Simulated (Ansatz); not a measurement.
Ansatz (a quantum-chemistry and plane-wave program) input (B3LYP-D3(BJ)/def2-TZVP):

Ansatz 0.2 input:
```yaml
crystal:
  periodic: [false, false, false]
  atoms:
    - {symbol: H, position_ang: [0.01589022, 0.05705223, -2.06585139]}
    - {symbol: Si, position_ang: [-0.00020420, -0.03527336, -0.62633161]}
    - {symbol: N, position_ang: [-0.03289638, -0.25723692, 0.93845087]}
    - {symbol: H, position_ang: [0.02778041, 0.26620058, 1.81236440]}
basis:
  gaussian:
    orbitals: def2-TZVP
hamiltonian:
  xc: b3lyp
  dispersion: d3bj
total_charge: 1
relax: {f_tol: 0.002, max_steps: 150}
```

Output:

```
Functional definition: B3LYP
integrals: 0.01 GiB planned
504 factors; their error is unknown
mean field: 0.16 GiB planned
mean field evaluation 1: about -9364.2745 eV, gradient 1.1e2 eV
mean field evaluation 2: about -9227.1954 eV, gradient 1.8e2 eV
mean field evaluation 4: about -9390.4277 eV, gradient 1.3e1 eV
mean field evaluation 8: about -9390.8360 eV, gradient 8.7e-2 eV
mean field evaluation 16: about -9390.8615 eV, gradient 5.4e-5 eV
mean field -9390.86151377 eV, -345.1077952763 hartree, gradient 5.4e-5 eV, S^2 0.000000; 0 other end points of the search recorded, 0 dependent functions left out
the calculation of the forces begins
reference -9390.86169976 eV, -345.1078021114 hartree; 11, 11 occupied and 69, 69 virtual orbitals, 504 factors
relax step   1: F+E_penalty+E_count = -9390.95588656 eV  Δ(F+E_penalty+E_count) = +0.000e0 eV  max|allowed force component| = 3.626e0 eV/Å  Δτ_max = 0.0000 Å  (27 SCF iters, accepted)
these checks for a lower state are left out or cut short: starts, cluster_reference, orbital_swaps, neighbouring_geometries, increment
integrals: 0.01 GiB planned
504 factors; their error is unknown
mean field: 0.17 GiB planned
mean field -9390.98674316 eV, -345.1123973717 hartree, gradient 1.8e-5 eV, S^2 0.000000; 0 other end points of the search recorded, 0 dependent functions left out
the calculation of the forces begins
reference -9390.98692864 eV, -345.1124041878 hartree; 11, 11 occupied and 69, 69 virtual orbitals, 504 factors
relax step   2: F+E_penalty+E_count = -9391.08132570 eV  Δ(F+E_penalty+E_count) = -1.254e-1 eV  max|allowed force component| = 1.448e0 eV/Å  Δτ_max = 0.0523 Å  (30 SCF iters, accepted)
these checks for a lower state are left out or cut short: starts, cluster_reference, orbital_swaps, neighbouring_geometries, increment
integrals: 0.01 GiB planned
504 factors; their error is unknown
mean field: 0.17 GiB planned
mean field -9391.06125322 eV, -345.1151355658 hartree, gradient 9.5e-6 eV, S^2 0.000000; 0 other end points of the search recorded, 0 dependent functions left out
the calculation of the forces begins
reference -9391.06143963 eV, -345.1151424164 hartree; 11, 11 occupied and 69, 69 virtual orbitals, 504 factors
relax step   3: F+E_penalty+E_count = -9391.15604267 eV  Δ(F+E_penalty+E_count) = -7.472e-2 eV  max|allowed force component| = 8.750e-1 eV/Å  Δτ_max = 0.0972 Å  (30 SCF iters, accepted)
these checks for a lower state are left out or cut short: starts, cluster_reference, orbital_swaps, neighbouring_geometries, increment
integrals: 0.01 GiB planned
504 factors; their error is unknown
mean field: 0.17 GiB planned
mean field evaluation 32: about -9390.9900 eV, gradient 4.9e0 eV
mean field -9391.08251835 eV, -345.1159170451 hartree, gradient 1.6e-5 eV, S^2 0.000000; 0 other end points of the search recorded, 0 dependent functions left out
the calculation of the forces begins
reference -9391.08270497 eV, -345.1159239031 hartree; 11, 11 occupied and 69, 69 virtual orbitals, 504 factors
relax step   4: F+E_penalty+E_count = -9391.17738117 eV  Δ(F+E_penalty+E_count) = -2.134e-2 eV  max|allowed force component| = 1.447e0 eV/Å  Δτ_max = 0.0771 Å  (29 SCF iters, accepted)
these checks for a lower state are left out or cut short: starts, cluster_reference, orbital_swaps, neighbouring_geometries, increment
integrals: 0.01 GiB planned
504 factors; their error is unknown
mean field: 0.17 GiB planned
mean field -9391.10238701 eV, -345.1166472048 hartree, gradient 2.4e-5 eV, S^2 0.000000; 0 other end points of the search recorded, 0 dependent functions left out
the calculation of the forces begins
reference -9391.10257387 eV, -345.1166540718 hartree; 11, 11 occupied and 69, 69 virtual orbitals, 504 factors
relax step   5: F+E_penalty+E_count = -9391.19696913 eV  Δ(F+E_penalty+E_count) = -1.959e-2 eV  max|allowed force component| = 8.995e-1 eV/Å  Δτ_max = 0.0685 Å  (29 SCF iters, accepted)
these checks for a lower state are left out or cut short: starts, cluster_reference, orbital_swaps, neighbouring_geometries, increment
integrals: 0.01 GiB planned
504 factors; their error is unknown
mean field: 0.17 GiB planned
mean field -9391.10498494 eV, -345.1167426770 hartree, gradient 1.6e-5 eV, S^2 0.000000; 0 other end points of the search recorded, 0 dependent functions left out
the calculation of the forces begins
reference -9391.10517152 eV, -345.1167495337 hartree; 11, 11 occupied and 69, 69 virtual orbitals, 504 factors
relax step   6: F+E_penalty+E_count = -9391.19937824 eV  Δ(F+E_penalty+E_count) = -2.409e-3 eV  max|allowed force component| = 3.891e-1 eV/Å  Δτ_max = 0.0722 Å  (29 SCF iters, accepted)
these checks for a lower state are left out or cut short: starts, cluster_reference, orbital_swaps, neighbouring_geometries, increment
integrals: 0.01 GiB planned
504 factors; their error is unknown
mean field: 0.16 GiB planned
mean field -9391.10869471 eV, -345.1168790085 hartree, gradient 1.7e-5 eV, S^2 0.000000; 0 other end points of the search recorded, 0 dependent functions left out
the calculation of the forces begins
reference -9391.10888163 eV, -345.1168858777 hartree; 11, 11 occupied and 69, 69 virtual orbitals, 504 factors
relax step   7: F+E_penalty+E_count = -9391.20316985 eV  Δ(F+E_penalty+E_count) = -3.792e-3 eV  max|allowed force component| = 1.878e-2 eV/Å  Δτ_max = 0.0413 Å  (28 SCF iters, accepted)
these checks for a lower state are left out or cut short: starts, cluster_reference, orbital_swaps, neighbouring_geometries, increment
integrals: 0.01 GiB planned
504 factors; their error is unknown
mean field: 0.16 GiB planned
mean field evaluation 64: about -9391.1087 eV, gradient 2.3e-3 eV
mean field -9391.10870351 eV, -345.1168793317 hartree, gradient 1.3e-5 eV, S^2 0.000000; 0 other end points of the search recorded, 0 dependent functions left out
the calculation of the forces begins
reference -9391.10889041 eV, -345.1168862002 hartree; 11, 11 occupied and 69, 69 virtual orbitals, 504 factors
relax step   8: F+E_penalty+E_count = -9391.20317566 eV  Δ(F+E_penalty+E_count) = -5.810e-6 eV  max|allowed force component| = 4.199e-3 eV/Å  Δτ_max = 0.0022 Å  (31 SCF iters, accepted)
these checks for a lower state are left out or cut short: starts, cluster_reference, orbital_swaps, neighbouring_geometries, increment
integrals: 0.01 GiB planned
504 factors; their error is unknown
mean field: 0.17 GiB planned
mean field -9391.10871080 eV, -345.1168795999 hartree, gradient 1.3e-5 eV, S^2 0.000000; 0 other end points of the search recorded, 0 dependent functions left out
the calculation of the forces begins
reference -9391.10889773 eV, -345.1168864693 hartree; 11, 11 occupied and 69, 69 virtual orbitals, 504 factors
relax step   9: F+E_penalty+E_count = -9391.20318437 eV  Δ(F+E_penalty+E_count) = -8.709e-6 eV  max|allowed force component| = 3.956e-4 eV/Å  Δτ_max = 0.0024 Å  (30 SCF iters, accepted)
integrals: 0.01 GiB planned
504 factors; their error is unknown
mean field: 0.17 GiB planned
mean field -9391.10871080 eV, -345.1168795999 hartree, gradient 3.8e-5 eV, S^2 0.000000; 1 other end points of the search recorded, 0 dependent functions left out
the calculation of the forces begins
reference -9391.10889773 eV, -345.1168864693 hartree; 11, 11 occupied and 69, 69 virtual orbitals, 504 factors
Total energy: -9391.20337130 eV, -345.1203583089 hartree
Atom 0 at     0.000225    -0.072545    -2.078077 Å, force     0.000005     0.000044    -0.000213 eV/Å
Atom 1 at     0.014443     0.086303    -0.620495 Å, force     0.000001     0.000009     0.000395 eV/Å
Atom 2 at    -0.007487    -0.050599     0.878533 Å, force    -0.000027    -0.000241    -0.000048 eV/Å
Atom 3 at     0.003389     0.067583     1.878672 Å, force     0.000021     0.000187    -0.000134 eV/Å
Dipole moment:     0.013910     0.097911    -0.566632 e Å
```

It need not be the lowest isomer of its formula.
